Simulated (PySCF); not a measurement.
SiI: energy against distance

Set-up: Si cc-pV(D+d)Z, I cc-pVDZ-PP with ECP28; scalar-relativistic core potentials (PySCF 2.14). Energies in eV from Si + I in their ground configurations at the same level. State: ²Π (doublet), unpaired electrons π ↑.

All columns are PBE0. A positive dipole means Si(−)I(+).

```tsv
R (Å)	E (eV)	μ (D)	Mulliken charge on Si (basis-dependent)	HOMO (eV)	LUMO (eV)	Mayer bond order	⟨S²⟩
2.121	-2.256	1.14	-0.09	-4.60	-2.66	1.55	0.76
2.219	-2.832	0.63	-0.01	-4.81	-2.84	1.47	0.76
2.318	-3.139	0.10	0.05	-5.00	-3.02	1.41	0.76
2.392	-3.245	-0.30	0.09	-5.15	-3.14	1.36	0.76
2.466	-3.271	-0.70	0.12	-5.29	-3.27	1.32	0.76
2.540	-3.238	-1.11	0.16	-5.42	-3.39	1.28	0.76
2.639	-3.128	-1.63	0.19	-5.60	-3.55	1.24	0.76
2.762	-2.920	-2.27	0.23	-5.80	-3.73	1.19	0.76
2.910	-2.613	-3.00	0.26	-6.02	-3.94	1.13	0.76
3.107	-2.169	-3.91	0.30	-6.25	-4.19	1.08	0.76
```

A fit through these points gives, at Re = 2.459 Å, μ = -0.66 D and dμ/dR = -5.44 D/Å; the reduced mass is 22.92 u.

**Question.** How strong is the fundamental in the double-harmonic approximation, I = 42.26·(dμ/dR)²/μred km/mol?

**Answer.** I = 42.26·(-5.44)²/22.92 = 54.6 km/mol at PBE0.

Spin–orbit coupling is left out, which matters for elements this heavy, above all for dissociation energies. The state is the lowest determinant that a PBE0 search found; another state may lie lower at other levels.
